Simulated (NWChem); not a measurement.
Molecule: C$_{4}$H$_{4}$O$_{2}$; SMILES C1(=O)C=COC1

```xyz
10

O     -0.0398     2.0649     0.0000
C      0.0411     0.8600     0.0000
C      1.2090    -0.0185     0.0000
C      0.7388    -1.2850     0.0000
O     -0.5905    -1.4162     0.0000
C     -1.1466    -0.1073     0.0000
H      2.2488     0.2982     0.0000
H      1.2874    -2.2295     0.0000
H     -1.7737     0.0235    -0.8953
H     -1.7737     0.0235     0.8953
```
Atoms are numbered in this order, from 1.

All runs: NWChem. Coordinates come from a PBE0/def2-SVP optimisation.

Order these by “orbital gap (eV)”, lowest first: B3LYP/def2-TZVP; CAM-B3LYP/def2-TZVP; PBE0/def2-TZVP.

B3LYP/def2-TZVP (5.46), PBE0/def2-TZVP (5.93), CAM-B3LYP/def2-TZVP (8.44)
